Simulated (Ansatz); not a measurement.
Stretching the Mg1–H2 bond in H2Mg (SMILES [MgH2]) (multiplicity 1 held, fragments rigid). Energies count from the point at 1.700 Å.
Geometry at that point (charge 0, multiplicity 1):
```xyz
3

Mg     0.0000     0.0000     0.0000
H      0.0000     0.0000    -1.6998
H      0.0000     0.0000     1.6998
```

R- and RO- levels are restricted; in cc, def2 and unpolarised 6-31G sets they are followed outwards from rest. U- levels take the lowest unrestricted solution at each point, which mixes spins at long bonds. Active spaces are followed from a long bond inwards. Curves can end on different states.

Correlated levels freeze the cores.

Run with Ansatz (Gaussian orbitals). Each number belongs to the level named beside it.

Question: One of these levels gives 4.309 eV for the energy at R = 5.439 Å. Name it.
(A) R-MP2/def2-SVP
(B) U-SCS-MP2/def2-SVP
(C) CASSCF(2,2)/def2-SVP

Answer: A, R-MP2/def2-SVP. The others give 2.938 (U-SCS-MP2/def2-SVP), 2.691 (CASSCF(2,2)/def2-SVP)

Doubts at one or more of the structures used: a restricted determinant that unrestricted orbitals would lower (R-MP2/def2-SVP); a spin-contaminated determinant (U-SCS-MP2/def2-SVP).

Ansatz is a first-principles code.
